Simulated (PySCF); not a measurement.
A geometry optimisation, step by step.

Compound: SiHMe2(NHtBu), C6H17NSi.
Bonds: Si1–C3, Si1–C7, Si1–N11, N11–C12, C12–C13, C12–C14, C12–C15. Hydrogens: H2 on Si1; H4, H5, H6 on C3; H8, H9, H10 on C7; H16 on N11; H17, H18, H19 on C13; H20, H21, H22 on C14; H23, H24, H25 on C15.

Computed by this run: PBE0-D3(BJ)/def2-SVP geometry optimisation, gas phase (PySCF 2.14.0); density fitting, grid level 1; the optimiser is geomeTRIC in internal coordinates, started from a GFN2-xTB structure with every atom displaced at random (about 0.03 Å). 4 of its 9 geometries are shown. The frame can shift and turn from step to step; on so coarse a grid that alone can change the energy by a few meV, and forces under 0.02 eV/Å are noise.

Step 0: E = -15846.8320 eV, largest atomic force 7.320 eV/Å
```
atom  x, y, z in Å  |  force x, y, z in eV/Å
Si1     0.652    1.389    0.066   -2.530   2.627  -1.020
H2      0.493    1.834    1.477    0.268  -0.133   0.389
C3      2.346    1.057   -0.376    4.203   0.878   0.039
H4      3.112    1.971   -0.322   -1.900  -1.429  -0.117
H5      2.499    0.626   -1.379   -0.265  -0.003   0.041
H6      2.828    0.369    0.341   -0.099  -0.230  -0.098
C7      0.066    2.940   -0.996    0.270  -1.229   3.207
H8     -0.925    3.277   -0.764   -1.105   0.092   0.500
H9      0.055    2.732   -1.999    0.270  -0.714  -3.180
H10     0.683    3.787   -0.802    0.976   0.911   0.127
N11    -0.493    0.179   -0.384    1.212   0.084  -0.100
C12    -0.659   -1.095    0.253   -3.144  -0.756  -0.597
C13    -1.785   -0.932    1.340    6.678  -1.400   2.650
C14    -1.256   -2.068   -0.802    1.801   0.486  -1.772
C15     0.628   -1.653    0.794    0.393   1.020  -0.338
H16    -1.313    0.521   -0.858   -0.235  -0.008  -0.082
H17    -1.862   -1.889    1.845   -0.530  -0.529   0.309
H18    -1.365   -0.237    2.126   -0.655  -0.286  -0.627
H19    -2.657   -0.622    0.989   -4.369   1.649  -1.946
H20    -2.227   -1.705   -1.214    0.553  -0.056   0.073
H21    -1.411   -3.059   -0.417   -0.283  -0.842   0.605
H22    -0.470   -2.224   -1.666   -1.522   0.503   1.267
H23     1.029   -0.925    1.509    0.137  -0.182   0.593
H24     1.371   -1.663   -0.014    0.041  -0.276  -0.181
H25     0.550   -2.649    1.223   -0.165  -0.177   0.260
```

Step 3: E = -15847.9895 eV, largest atomic force 0.656 eV/Å
```
atom  x, y, z in Å  |  force x, y, z in eV/Å
Si1     0.659    1.516    0.024    0.209  -0.529   0.328
H2      0.644    1.946    1.469    0.019  -0.028  -0.021
C3      2.446    1.104   -0.420   -0.417  -0.416   0.088
H4      3.026    2.023   -0.423    0.347   0.431  -0.025
H5      2.492    0.651   -1.423    0.024   0.021  -0.030
H6      2.920    0.410    0.291   -0.063   0.011  -0.013
C7      0.057    2.942   -1.008   -0.160   0.261  -0.312
H8     -0.961    3.242   -0.700    0.107   0.004  -0.080
H9      0.035    2.678   -2.084   -0.008   0.065   0.203
H10     0.717    3.820   -0.887   -0.085  -0.103  -0.008
N11    -0.443    0.205   -0.313   -0.280   0.018  -0.181
C12    -0.705   -1.113    0.264    0.400   0.182   0.142
C13    -1.749   -1.017    1.377   -0.348  -0.052  -0.032
C14    -1.206   -2.033   -0.849   -0.267  -0.143   0.451
C15     0.583   -1.682    0.849    0.177   0.019  -0.031
H16    -1.272    0.528   -0.806    0.020   0.067  -0.036
H17    -1.949   -1.997    1.846   -0.008   0.049  -0.116
H18    -1.418   -0.335    2.171    0.068   0.107   0.011
H19    -2.703   -0.631    0.969    0.102  -0.051   0.114
H20    -2.141   -1.643   -1.273   -0.115   0.005  -0.054
H21    -1.404   -3.048   -0.460   -0.020   0.117  -0.076
H22    -0.475   -2.103   -1.651    0.334  -0.009  -0.306
H23     0.968   -1.061    1.676   -0.057   0.014  -0.037
H24     1.369   -1.748    0.080   -0.028  -0.030   0.011
H25     0.401   -2.690    1.250    0.047  -0.011   0.010
```

Step 5: E = -15848.0346 eV, largest atomic force 0.082 eV/Å
```
atom  x, y, z in Å  |  force x, y, z in eV/Å
Si1     0.632    1.462    0.018   -0.031   0.051  -0.013
H2      0.597    1.812    1.483    0.010  -0.010   0.005
C3      2.414    1.051   -0.415    0.005   0.010  -0.013
H4      3.033    1.962   -0.353    0.000   0.004   0.005
H5      2.481    0.659   -1.442    0.001   0.006   0.000
H6      2.853    0.307    0.266   -0.006  -0.013  -0.001
C7      0.068    2.962   -0.964   -0.004  -0.009   0.011
H8     -0.949    3.272   -0.674   -0.005   0.000  -0.005
H9      0.067    2.750   -2.045    0.008  -0.004   0.007
H10     0.739    3.817   -0.787    0.007   0.004  -0.002
N11    -0.488    0.195   -0.400    0.072  -0.034  -0.018
C12    -0.704   -1.099    0.238   -0.077   0.005   0.014
C13    -1.744   -0.976    1.359    0.008  -0.001   0.016
C14    -1.205   -2.084   -0.821    0.017   0.000  -0.015
C15     0.611   -1.610    0.822    0.007   0.020  -0.006
H16    -1.318    0.519   -0.887   -0.004  -0.005   0.003
H17    -1.920   -1.940    1.862   -0.013  -0.004  -0.004
H18    -1.406   -0.249    2.114   -0.009  -0.007  -0.001
H19    -2.708   -0.623    0.957    0.026   0.000   0.006
H20    -2.156   -1.736   -1.257    0.011   0.002   0.000
H21    -1.380   -3.083   -0.392   -0.006  -0.004   0.006
H22    -0.470   -2.173   -1.635   -0.009  -0.002   0.003
H23     0.990   -0.932    1.604    0.002  -0.002   0.002
H24     1.379   -1.700    0.039   -0.003  -0.011  -0.006
H25     0.470   -2.599    1.282   -0.005   0.003   0.008
```

Step 8: E = -15848.0381 eV, largest atomic force 0.026 eV/Å
```
atom  x, y, z in Å  |  force x, y, z in eV/Å
Si1     0.643    1.445    0.010    0.004   0.001   0.014
H2      0.609    1.732    1.488   -0.003   0.011  -0.004
C3      2.429    1.077   -0.444   -0.009  -0.008  -0.002
H4      3.044    1.983   -0.320    0.009   0.001   0.011
H5      2.501    0.753   -1.494   -0.002   0.005  -0.001
H6      2.864    0.289    0.187    0.002  -0.003  -0.006
C7      0.055    2.965   -0.924    0.003  -0.001   0.001
H8     -0.969    3.250   -0.637   -0.002  -0.001   0.004
H9      0.072    2.783   -2.010   -0.002   0.002  -0.016
H10     0.713    3.824   -0.718   -0.002   0.002   0.002
N11    -0.451    0.165   -0.442   -0.006  -0.008   0.006
C12    -0.702   -1.107    0.230    0.017  -0.003   0.006
C13    -1.752   -0.936    1.335    0.005   0.000  -0.008
C14    -1.203   -2.111   -0.809   -0.018   0.006   0.004
C15     0.600   -1.622    0.842   -0.013  -0.018   0.002
H16    -1.275    0.488   -0.942    0.007   0.001  -0.011
H17    -1.974   -1.890    1.841    0.007   0.000   0.007
H18    -1.404   -0.215    2.089    0.006  -0.005   0.007
H19    -2.694   -0.553    0.912   -0.022   0.009  -0.010
H20    -2.135   -1.752   -1.276   -0.003   0.000   0.003
H21    -1.414   -3.091   -0.354    0.004  -0.002  -0.001
H22    -0.456   -2.242   -1.605    0.009  -0.003  -0.005
H23     0.992   -0.919    1.596    0.004   0.004  -0.004
H24     1.367   -1.768    0.067    0.004   0.009   0.002
H25     0.432   -2.584    1.348    0.001   0.001  -0.003
```

Problem. Summarise the path.

Solution. The energy falls by 27.81 kcal/mol from step 0 to step 8; nine tenths of that is first reached at step 2. It falls at every step. The largest force goes from 7.320 to 0.026 eV/Å. Among the bonds C13–H19 changes most, from 0.989 to 1.101 Å; the atoms move by 0.106 Å rms after alignment.

What follows is the cost of the whole optimisation. The run took 2.7 min wall, 6.6 min CPU on Intel Xeon Platinum 8259CL at 2.50 GHz, 2 threads, shared host with 96 logical CPUs at a one-minute load of 54, and the process peaked at 1.1 GiB of memory.
